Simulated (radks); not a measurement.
Q: Co10+, configuration [Ne] 3s2 3p5. Calculated with a radial shooting solver on a logarithmic mesh with Libxc functionals: non-relativistic Kohn-Sham, PBE, spin-polarised, spherical densities, point nucleus; open shells are filled with parallel spins first. Some entries of the table are withheld. Estimate them.

| orbital | occ. | eigenvalue (eV) | r(max) (bohr) |
|---|---|---|---|
| 1s up | 1 | -7781.227 | 0.03750 |
| 1s down | 1 | -7780.546 | 0.03750 |
| 2s up | 1 | (1) | 0.2158 |
| 2s down | 1 | (2) | 0.2159 |
| 2p up | 3 | -1034.308 | 0.1731 |
| 2p down | 3 | -1033.534 | 0.1732 |
| 3s up | 1 | (3) | 0.6399 |
| 3s down | 1 | (4) | 0.6403 |
| 3p up | 3 | -292.4572 | 0.6312 |
| 3p down | 2 | -290.0130 | 0.6316 |

A: 
(1) 2s up eigenvalue (eV): -1150.042
(2) 2s down eigenvalue (eV): -1149.528
(3) 3s up eigenvalue (eV): -328.7826
(4) 3s down eigenvalue (eV): -326.3057
